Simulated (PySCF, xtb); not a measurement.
C2H10O2Si2, SMILES O[SiH2]C(C)[SiH2]O.

GFN2-xTB (xtb) at its own geometry gives an orbital gap of 5.70 eV and a dipole moment of 1.91 D.

Geometry: B3LYP-D3(BJ)/def2-SVP. This is a generated structure with no PubChem entry under its InChIKey; it may be hypothetical. The values are those of a single conformer.

Q: What does PySCF with PBE/def2-TZVP give? (An estimate is asked for; the answer gives what the named calculation found.)

A: gap 5.67 eV (levels -6.52 and -0.85 eV), dipole 1.81 D.
